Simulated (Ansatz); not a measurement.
`[CH3][Mo](=[S])(=[S])[Cl]` + NH₃ → `[NH2][Mo](=[S])(=[S])[Cl]` + CH₄ at 500 K and 1 bar (ligand exchange at a Mo–C bond).

Program: Ansatz. Geometries: PBE0-D4/def2-TZVP. ΔE: electronic, gas phase. CCSD(T)/CBS adds triple-zeta CCSD(T) − MP2 to the extrapolated MP2 energy (def2 sets, frozen cores). This one scheme is used for every species. def2 core potentials past Kr. For Mo outer-core shells are correlated without core-valence functions, which leaves a few kJ/mol of doubt a bond. One conformer a species, not always the lowest.

```
                    species  CCSD(T)/CBS energy (Eh)  H − E (kJ/mol)  S (J/(mol·K))
`[CH3][Mo](=[S])(=[S])[Cl]`              -1363.45399           153.3          435.8
                        NH₃                -56.50880           108.2          211.8
`[NH2][Mo](=[S])(=[S])[Cl]`              -1379.53298           125.8          423.6
                        CH₄                -40.46206           135.6          206.8
```

H − E and S are ideal-gas, rigid-rotor, harmonic terms from PBE0-D4/def2-TZVP, for one conformer and one mirror image of each species. 1 Eh = 2625.50 kJ/mol, R = 8.31446 J/(mol·K).

Question: By hand: ΔE, ΔH, ΔS and ΔG.

Answer: ΔE = (-1379.53298) + (-40.46206) − (-1363.45399) − (-56.50880) = -0.03225 Eh = -84.7 kJ/mol. Δ(H − E) = 125.8 + 135.6 − 153.3 − 108.2 = -0.1, so ΔH = -84.8 kJ/mol. ΔS = 423.6 + 206.8 − 435.8 − 211.8 = -17.2 J/(mol·K). ΔG = -84.8 − 500 × (-17.2)/1000 = -76.2 kJ/mol.

Question: By hand: the equilibrium constant, and the temperature at which ΔG would vanish if ΔH and ΔS stayed fixed.

Answer: log₁₀ K = −ΔG/(RT ln 10) = 8.0. ΔG = 0 at ΔH/ΔS = 4930 K, far beyond where these terms or the molecules hold.

ΔH outweighs TΔS. A doubt of 5 kJ/mol in ΔE shifts log₁₀ K by 0.5 here. Other conformers and mirror images would add mixing entropy, several J/(mol·K) or more a flexible species. These are equilibria of isolated gas molecules and say nothing of rates. Largest T1 diagnostic: 0.025 (customary marks: 0.02 for closed shells, 0.045 for open ones).
